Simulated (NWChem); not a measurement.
Molecule: CHCl, singlet; SMILES [CH]Cl

Computed with NWChem. Low-valent species are run as closed-shell singlets; no triplet was tried in these runs. Each level has its own optimisation; frequencies are unscaled.

### Question
Taking B3LYP/def2-TZVPP as the yardstick, which of these has the fewest basis functions while keeping “dipole (D)” within 0.05 D of it: B3LYP/3-21G; B3LYP/pcseg-2; B3LYP/aug-pcseg-1; B3LYP/pcseg-1?

### Answer
none of them.
| level | basis functions | dipole (D) | relative time (rough) |
|---|---|---|---|
| B3LYP/3-21G | 24 | 1.71 | 1 |
| B3LYP/pcseg-1 | 37 | 1.68 | 2 |
| B3LYP/aug-pcseg-1 | 59 | 1.51 | 7 |
| B3LYP/pcseg-2 | 78 | 1.69 | 20 |
| B3LYP/def2-TZVPP | 87 | 1.63 | 20 |

The yardstick is one finite set, not the basis-set limit.
